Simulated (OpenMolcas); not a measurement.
Mo5+ among 6 point charges of -1.7 e arranged as an octahedron (Oh), 2.01 Å from the ion.
```
   2.0100    0.0000    0.0000  -1.70
   0.0000    2.0100    0.0000  -1.70
  -2.0100    0.0000    0.0000  -1.70
   0.0000   -2.0100    0.0000  -1.70
   0.0000    0.0000    2.0100  -1.70
   0.0000    0.0000   -2.0100  -1.70
```

```yaml
Program: OpenMolcas 26.06
Method: CASSCF
Basis: ANO-RCC-VDZP [6s5p3d1f]
Scalar_Hamiltonian: DKH2, point nucleus
Active_space: 1 electron in 5 orbitals (4d)
State_averaging: 2S+1 = 2 even, 5 roots
Spin-orbit_coupling: state interaction with AMFI integrals over the reference wave functions
```

Question: What is the spin-free ground state (labels of O, the rotations of Oh)?

Answer: 2T2, 3-fold in its orbital part, 100 % from free-ion D terms; it has the highest spin that d1 allows.

Question: Where is the first state of the same spin?

Answer: 2E at 7880 cm-1 above the ground state.

Question: What are the lowest two levels with spin-orbit coupling?

Answer: A 4-fold level Γ8, then a 2-fold level Γ7 1674 cm-1 above it. Their leading multiplicities are 2 (100 %) and 2 (100 %).

Question: What is χT at 300 K, and how does it compare with the textbook value?

Answer: The lowest level has 2S+1 = 2, for which the spin-only value is χT = S(S+1) / 2 = 0.375 cm3 K/mol (g = 2). The computed 0.127 at 300 K differs by -0.248, through orbital momentum, spin-orbit coupling and any other state in reach. With a threefold ground state the orbital momentum is unquenched, so the spin-only value is not expected to hold.

Question: Which ligand-field parameters describe the states?

Answer: The gap between the two states is 10Dq = 7876 cm-1. 

An orbital triplet at a regular site is open to Jahn-Teller coupling, which can distort the site and quench the lowest spin-orbit gaps and is left out. This field is weak: 10Dq is about 7876 cm-1, while octahedral complexes of 4d ions of charge 3 and more, computed by the same method with explicit ligands, had a median near 25000 cm-1. Ground spin and moment need not be those of a real site. This is an electrostatic model: the charges have no orbitals. No measured value stands beside these numbers.
